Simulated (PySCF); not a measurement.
NMR data simulated for an unnamed compound:

1H NMR (400 MHz, computed): δ 6.51 (m, 1H), 6.32 (m, 1H), 5.67 (m, 1H), 3.99 (m, 3H), 3.22 (m, 1H), 2.80 (m, 1H).

13C{1H} NMR (computed): δ 166.5 (C), 134.4 (CH), 132.1 (CH), 109.9 (CH), 85.8 (C), 36.4 (CH2).

How the numbers were obtained: geometry: GFN2-xTB, PBE0/pcSseg-1 with gauge-including orbitals, in PySCF 2.14 (one conformer, gas phase, no relativistic terms, rapidly exchanging positions averaged).

References, each an isolated molecule treated in the same way: TMS for 1H (σ = 31.72 ppm) and 13C (σ = 186.93 ppm).

Question: Which of these does the molecule contain: a heteroaromatic ring, a non-aromatic C=C double bond, a C≡C triple bond, a three-membered ring, a Si–H bond?

Answer: 
- A heteroaromatic ring: no.
- A non-aromatic C=C double bond: yes.
- A C≡C triple bond: no.
- A three-membered ring: no.
- A Si–H bond: yes (δH 3.99 (m)).

The data belong to SMILES FC1=CC[C@](F)([SiH3])C=C1, C6H8F2Si; they needn't prove each group on their own.

Carbon signals by region: 1 in the far downfield region (above 160 ppm), 3 in the sp2 and nitrile region (100–160 ppm), 1 at 50–100 ppm, 1 below 50 ppm. Above 160 ppm: 166.5, fully substituted alkene carbon.

Splittings by 19F in the carbon and heteronuclear signals aren't shown, as no couplings were computed. Shifts are as computed. Against solution values, carbons near 30 ppm lie about +3 ppm off and those near 130 ppm about +5 ppm. Of 1309 compounds with measured shifts, 239 miss one by over three times the rms of a fit or turn the order of signals round; such compounds aren't used in these exercises. No couplings were computed; multiplicities are counted from neighbouring protons, with m where these are inequivalent, close in shift, in a saturated or five-membered ring or joined by F or P, and br s for small geminal =CH2 splittings.
